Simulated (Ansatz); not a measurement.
Clusters of 4 atoms, binary: B3LYP-D4/6-31G single points in Ansatz on relaxed structures, gas phase. Each cluster is the lowest isomer that a short search found in that spin, judged at the geometry's level, and lower ones may exist. HOMO and LUMO are taken over both spins. Singlets are spin-restricted. Levels of anions in sets without diffuse functions are rough. The structures are stationary points that may keep the symmetry of their start. Remarks come from the PBE and PBE0 runs and from stability tests at other levels; not every state was tested. HOMO above LUMO (over both spins in singlets and doublets, within one spin in higher multiplets; at PBE or PBE0), or a gap under 0.15 eV within one spin, warns that the state may not be the lowest or that an electron is smeared out.

Estimate the order by HOMO (eV), lowest first.
A. SeS3⁻ (doublet)
B. Li2Si2⁺ (doublet)
C. Al3Si (doublet)
D. Si3Ge (singlet)
E. Si3B⁻ (singlet)
F. PSe3 (doublet)

B (-10.12), F (-6.51), D (-6.19), C (-5.39), A (-0.98), E (-0.81).

In full:

| species | atoms | state | geometry | HOMO (eV) | LUMO (eV) | gap (eV) | point group (within 0.1 Å) | remarks |
| --- | --- | --- | --- | --- | --- | --- | --- | --- |
| Al3Si | 4 | doublet | PBE0-D4/def2-TZVP | -5.39 | -3.67 | 1.72 | C2v | – |
| SeS3⁻ | 4 | doublet | r2SCAN-D4/def2-SVPD | -0.98 | 0.54 | 1.52 | Cs | – |
| PSe3 | 4 | doublet | r2SCAN-D4/def2-SVP | -6.51 | -4.93 | 1.59 | Cs | gap within one spin near zero |
| Li2Si2⁺ | 4 | doublet | PBE0-D4/def2-TZVP | -10.12 | -7.81 | 2.31 | C2v | – |
| Si3B⁻ | 4 | singlet | PBE0-D4/def2-TZVPD | -0.81 | 1.48 | 2.29 | C2v | – |
| P2S2⁻ | 4 | doublet | PBE0-D4/def2-TZVPD | -0.96 | 1.38 | 2.34 | – | – |
| Si3Ge | 4 | singlet | r2SCAN-D4/def2-SVP | -6.19 | -3.84 | 2.35 | C2v | – |

The gap (eV) runs from 1.52 (SeS3⁻) to 2.35 (Si3Ge).
